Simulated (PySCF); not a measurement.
**Pt⁷⁴⁺ (platinum, charge +74) across methods**

[He] 2s2, closed-shell 1S. Computed with PySCF 2.14 in an uncontracted even-tempered set (18 s from 57 bohr⁻², ratio 2.2; 8 p from 87 bohr⁻², ratio 2.4; 5 d from 260 bohr⁻², ratio 2.4; 5 f from 390 bohr⁻², ratio 2.4; 4 g from 580 bohr⁻², ratio 2.4), with the spin-free X2C one-electron Hamiltonian (Gaussian nucleus).

| method | E (hartree) | mean ε 1s (eV) | mean ε 2s (eV) | Σ⟨r²⟩ (bohr²) | ⟨S²⟩ |
| --- | --- | --- | --- | --- | --- |
| UHF | -8236.00485 | -88209.2 | -21876.5 | 0.01195 | 0.000 |
| PBE | -8237.28 | -87586.7 | -21744.7 | 0.01195 | 0.000 |
| M06 | -8237.57 | -87767.2 | -21783.1 | 0.01194 | 0.000 |
| LDA | -8227.72 | -87501.0 | -21726.4 | 0.01196 | 0.000 |
| r2SCAN | -8236.64 | -87651.0 | -21753.0 | 0.01195 | 0.000 |
| M06-L | -8236.62 | -87659.6 | -21755.3 | 0.01194 | 0.000 |

Task: Estimate the same row for PBE0.

Result: E (hartree) = -8236.98; mean ε 1s (eV) = -87742.5; mean ε 2s (eV) = -21778.0; Σ⟨r²⟩ (bohr²) = 0.01195; ⟨S²⟩ = 0.000.
